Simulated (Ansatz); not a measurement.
C3H10Si2 can be A, `C=C([SiH3])C[SiH3]`, or B, `C1C[SiH2][SiH2]C1`.

Program: Ansatz. Geometries: PBE0-D4/def2-TZVP. ΔE: electronic, gas phase. CBS: MP2 limit from def2 TZ/QZ plus the TZ coupled-cluster correction, frozen cores. Functionals use def2-TZVPP. B3LYP here is the variant with VWN-RPA as its local correlation; programs differ in this. Each species was taken in one conformer, which may not be the lowest.

(1) Which isomer does CCSD(T)/CBS put lower? Give the gap. (An estimate is asked.)

(2) Give E(B) − E(A) in kJ/mol with B2PLYP, CCSD/def2-TZVPP, HF/def2-TZVPP, PBE-D4, B3LYP, ωB97M-V, PBE0-D4. (Estimate.)

Largest T1 diagnostic: 0.011.

## Answers

(1) Computed: B, by 93.3 kJ/mol.

(2) Ansatz gave: B2PLYP -83.6, CCSD/def2-TZVPP -90.5, HF/def2-TZVPP -63.8, PBE-D4 -108.2, B3LYP -78.8, ωB97M-V -94.2, PBE0-D4 -115.8. None reverses the order clearly.

In def2-TZVPP, CCSD(T) changes the Hartree–Fock value by −27.0 kJ/mol (the triples alone add −0.2 kJ/mol) and MP2 by −30.9 kJ/mol. From PBE to PBE0 (25 % exact exchange), in def2-TZVPP and without D4, E(B) − E(A) moves by −8.1 kJ/mol.
